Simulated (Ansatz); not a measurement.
Total energies of the cluster Si3Sn⁻ from Ansatz at PBE-D4/def2-TZVPD, gas phase (1 Eh = 27.2114 eV = 2625.5 kJ/mol). The reference geometry is relaxed at r2SCAN-D4/def2-SVPD.

Cartesian coordinates in Å:
```
Si 1.180 -0.117 0.158
Si 0.220 -1.369 -1.525
Si -1.161 0.002 -0.286
Sn -0.238 1.484 1.653
```

| state | geometry | energy (Eh) |
| --- | --- | --- |
| charge -1 doublet | reference | -1082.43616 |
| charge 0 singlet | reference | -1082.36128 |
| charge -1 quartet | relaxed at r2SCAN-D4/def2-SVPD | -1082.38459 |

In the def2 sets Sn takes a core potential; there is no spin–orbit coupling.

(1) Work out the vertical ionisation energy to the singlet.

(2) Which of the charge -1 states is lowest, and how far above it are the others?

(1) E(charge 0 singlet) − E(charge -1 doublet) = -1082.36128 − (-1082.43616) = 0.07488 Eh = 2.04 eV. For comparison, −ε of the highest occupied level of the spin that leaves is -0.11 eV at this level, 2.15 eV less.

(2) The doublet. quartet: -1082.38459 − (-1082.43616) = 0.05157 Eh = 135.4 kJ/mol. The quartet differs in its bonds from the reference.

At PBE-D4/def2-TZVPD the highest occupied level of the charge -1 doublet lies above zero (up to 0.11 eV). By energy differences its removal costs 2.04 eV (vertical, to the charge 0 singlet, at PBE-D4/def2-TZVPD); a positive level beside a positive removal energy at the same level points to self-interaction error. At PBE-D4/def2-TZVPD the highest occupied level of the charge -1 quartet lies above zero (up to 0.31 eV). It is a level of α spin, whose loss leaves a triplet; that state wasn't run at this geometry and level. The electron is either unbound and held by the finite basis, or the level is raised by self-interaction error. The restricted singlet is unstable towards broken spin symmetry in Hartree–Fock (as tested in another run); at PBE-D4/def2-TZVPD this wasn't settled. 

The structure comes from a short search, and lower isomers may exist.
